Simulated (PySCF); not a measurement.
## Functional dependence of a UV spectrum

Species: C4H5FO2.
Structure used (PBE0-D3(BJ)/def2-SVP), in Å, numbered top down from 1:
```
atom  x, y, z in Å
O1    -0.1250    0.5988    2.1705
C2     0.2024    0.5467    1.0289
C3     1.4918    0.6374    0.2298
O4     0.7404    0.5373   -0.9791
C5    -0.5139    0.3676   -0.3175
C6    -1.1249   -0.9873   -0.5473
F7    -0.2739   -1.9593   -0.0881
H8     2.0499    1.5854    0.3272
H9     2.1767   -0.2149    0.3880
H10   -1.2428    1.1636   -0.5622
H11   -1.2956   -1.1446   -1.6258
H12   -2.0866   -1.0608   -0.0111
```

Linear-response calculations in the def2-SVPD basis (PySCF; singlets by full response, triplets Tamm–Dancoff, core orbitals frozen in the response; HF means time-dependent Hartree–Fock). 'Strongest' is the level of largest summed f among the singlets computed (10 roots, of which the last may lack a degenerate partner); it can jump between rows when another state enters that window. S1 is the lowest singlet of each run and needn't be the same state throughout; f(S1) is that of one state. One conformer (not necessarily the lowest) at the PBE0-D3(BJ)/def2-SVP geometry, without solvent, vibrations or thermal averaging.

```
functional                               kind  S1 (eV)  f(S1)  strongest (eV)  T1 (eV)  HOMO (eV)  gap (eV)  ionisation energy, ΔSCF (eV)
       LDA                                LDA     4.13  0.000            6.41     3.65      -6.55      3.87                         10.04
       PBE                                GGA     4.19  0.000            6.35     3.63      -6.40      3.96                          9.84
     B3LYP  global hybrid, 20% exact exchange     4.36  0.000            7.13     3.81      -7.70      6.15                         10.19
      PBE0  global hybrid, 25% exact exchange     4.38  0.000            7.40     3.78      -7.91      6.63                         10.13
 BHandHLYP  global hybrid, 50% exact exchange     4.57  0.000            9.11     4.02      -9.40      9.36                         10.23
 CAM-B3LYP             range-separated hybrid     4.40  0.000            8.56     3.85      -9.37      9.29                         10.33
   wB97X-D             range-separated hybrid     4.41  0.000            8.58     3.89      -9.80     10.41                         10.23
   LC-wPBE             range-separated hybrid     4.39  0.000            9.05     3.79     -10.64     11.81                         10.41
        HF                       Hartree–Fock     4.93  0.000            8.98     4.38     -11.66     14.05                   not settled
```

S1 runs from 4.13 eV (LDA) to 4.93 eV (HF), a spread of 0.80 eV, while the orbital gap spreads over 10.2 eV. Along PBE (0%), B3LYP (20%), PBE0 (25%), BHandHLYP (50%), HF (100%) S1 rises with the share of exact exchange. −ε(HOMO) comes closest to its own ΔSCF ionisation energy with LC-wPBE (+0.23 eV) and misses most with LDA (-3.49 eV). 'Not settled' means that the ion's SCF failed to converge or may have ended in another state than the lowest.
